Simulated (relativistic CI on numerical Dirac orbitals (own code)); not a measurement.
Fe+ in a cubic cluster: 2p photoemission with charge transfer

Computed with a charge-transfer multiplet model of a cubic metal-ligand cluster with up to 2 ligand holes, Slater and spin-orbit integrals from Dirac-Coulomb-Breit ions, Slater integrals scaled by 0.9. The ground state mixes d7 with configurations of k ligand holes L, whose averages lie at kΔ + k(k − 1)U_dd/2; a core hole lowers each added d electron by U_cd. 300 K, Lorentzian 0.6 eV and Gaussian 0.8 eV FWHM.

Atomic integrals in eV (Slater integrals scaled, ζ unscaled), ground: F2dd 8.720, F4dd 5.369, zeta_d 0.042; with the core hole: F2dd 10.545, F4dd 6.555, zeta_d 0.067, zeta_core 8.135, F2cd 6.142, G1cd 4.566, G3cd 2.594.

Cluster parameters (eV): U_dd = 5.7, U_cd = 6.6, 10Dq = 0.5, 10Dq(ligand) = 0.9, V(eg) = 1.95, V(t2g) = -0.86, final-state hopping factor = 1.

| Case | n_d | d7 | d8L | d9L2 | S |
| --- | --- | --- | --- | --- | --- |
| Δ = 4.4 eV | 7.18 | 0.83 | 0.17 | 0.00 | 1.50 |
| Δ = 5.4 eV | 7.14 | 0.86 | 0.13 | 0.00 | 1.50 |
| Δ = 6.4 eV | 7.11 | 0.89 | 0.11 | 0.00 | 1.50 |
| Δ = 7.4 eV | 7.09 | 0.91 | 0.09 | 0.00 | 1.50 |
| Δ = 8.4 eV | 7.08 | 0.93 | 0.07 | 0.00 | 1.50 |

Weights, n_d and S are thermal averages at 300 K. Binding energies count from the first peak over 30 % of the highest in each spectrum, which can be another peak from case to case. The parameters are a model scan and need not match a compound or its usual spin state. Peaks in eV (height, largest 100):
- Δ = 4.4 eV: 0.0 (100), 5.8 (42), 8.9 (16), 13.8 (61), 19.2 (26)
- Δ = 5.4 eV: 0.0 (100), 4.6 (31), 5.9 (36), 8.8 (13), 14.0 (62), 19.1 (21)
- Δ = 6.4 eV: 0.0 (100), 4.6 (28), 6.1 (28), 8.4 (10), 14.1 (64), 19.2 (17)
- Δ = 7.4 eV: 0.0 (100), 6.3 (22), 14.1 (67), 19.4 (13)
- Δ = 8.4 eV: 0.0 (100), 10.2 (6), 14.2 (70), 19.9 (10)

For the case Δ = 7.4 eV, Δ = 7.4 eV is larger than U_dd = 5.7 eV, the Mott-Hubbard side of the Zaanen-Sawatzky-Allen scheme. With the core hole the configuration with one ligand hole lies at Δ − U_cd = -2.2, -1.2, -0.2, 0.8, 1.8 eV from the one without, in the order of the table; where this is negative the screened configuration lies lower, though the effective hopping of about 2.8 eV (from the holes of the mixed ground state) mixes the two strongly wherever it is as large as the gap.
